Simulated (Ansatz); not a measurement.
C3H7ClOSn, SMILES `CC(C)[O][Sn][Cl]` at its PBE0-D4/def2-TZVP geometry, where that method's forces vanish. Total charge 0; spin multiplicity 1. Sn takes the def2 core potential.

```
atom   x (Å)   y (Å)   z (Å)
  C1  -0.393  -0.319  -1.262
  C2  -0.040   0.038   0.168
  C3  -0.405  -1.064   1.142
  O4   1.356   0.270   0.266
 Sn5   2.400   1.921   0.146
 Cl6   0.597   3.453  -0.194
  H7  -1.461  -0.529  -1.357
  H8   0.165  -1.203  -1.579
  H9  -0.150   0.507  -1.935
 H10  -0.583   0.952   0.441
 H11  -1.479  -1.262   1.115
 H12   0.125  -1.985   0.887
 H13  -0.132  -0.781   2.161
```

(1) For each bond, give half the difference of the two atoms' forces along it (eV/Å; positive pushes the atoms apart) under PBE-D4, r2SCAN-D4, B3LYP-D4, ωB97M-V in def2-TZVPP. (Best estimate.)

Results:

(1) Ansatz gave: 
```tsv
bond	length (Å)	PBE-D4	r2SCAN-D4	B3LYP-D4	ωB97M-V
C1–C2	1.516	0.00	0.06	0.13	0.09
C1–H7	1.093	0.10	-0.03	-0.06	-0.07
C1–H8	1.093	0.10	-0.04	-0.06	-0.06
C1–H9	1.093	0.08	-0.04	-0.08	-0.06
C2–C3	1.515	-0.01	0.05	0.11	0.10
C2–O4	1.418	0.21	0.25	0.17	0.24
C2–H10	1.098	0.07	-0.10	-0.17	-0.16
C3–H11	1.093	0.10	-0.03	-0.06	-0.08
C3–H12	1.093	0.10	-0.04	-0.06	-0.06
C3–H13	1.092	0.09	-0.04	-0.07	-0.07
O4–Sn5	1.957	0.42	0.06	0.18	-0.13
Sn5–Cl6	2.390	0.24	0.05	0.29	-0.03
```

B3LYP here is the variant with VWN-RPA as its local correlation; programs differ in this.
